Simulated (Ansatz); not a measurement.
```yaml
crystal:
  periodic: [false, false, false]
  atoms:
    - {symbol: C, position_ang: [-1.055049, 1.618134, 1.456707]}
    - {symbol: C, position_ang: [-1.602846, 1.106646, 0.431882]}
    - {symbol: Si, position_ang: [-0.706120, -0.128731, -0.750454]}
    - {symbol: N, position_ang: [0.707935, -0.537114, 0.073876]}
    - {symbol: C, position_ang: [1.927167, -1.159450, -0.542984]}
    - {symbol: H, position_ang: [-0.010318, 1.292887, 1.874144]}
    - {symbol: H, position_ang: [-1.686709, 2.368489, 2.168623]}
    - {symbol: H, position_ang: [-2.699231, 1.318814, 0.059619]}
    - {symbol: H, position_ang: [-0.162301, 0.545675, -2.068428]}
    - {symbol: D, position_ang: [-1.682200, -1.130310, -1.170027]}
    - {symbol: H, position_ang: [0.625682, -1.148181, 0.976138]}
    - {symbol: H, position_ang: [1.663217, -2.289664, -0.821441]}
    - {symbol: H, position_ang: [2.749948, -1.058147, -0.168459]}
    - {symbol: H, position_ang: [1.962324, -0.723165, -1.507743]}
basis:
  gaussian: {orbitals: def2-TZVP}
total_charge: 1
magnetization: {spin_polarized: true, initial_magnetization: 1}
hamiltonian: {xc: {name: PBE0}, dispersion: d4}
output: {forces: true}
```

```sh
$ ansatz run in.yaml --threads 4 --pin off --events-out ev --progress --plain --max-ram 10444MiB
```

Shortened log:

```
Error: YAML parse error: error: line 13 column 16: `D` is not an element symbol (H … Og, case-exact)
11 |     - {symbol: H, position_ang: [-2.699231, 1.318814, 0.059619]}
12 |     - {symbol: H, position_ang: [-0.162301, 0.545675, -2.068428]}
13 |     - {symbol: D, position_ang: [-1.682200, -1.130310, -1.170027]}
14 |     - {symbol: H, position_ang: [0.625682, -1.148181, 0.976138]}
15 |     - {symbol: H, position_ang: [1.663217, -2.289664, -0.821441]}
```

**Question.** What is wrong with this run?

**Answer.** An element symbol is wrong. The input was rejected before any iteration.
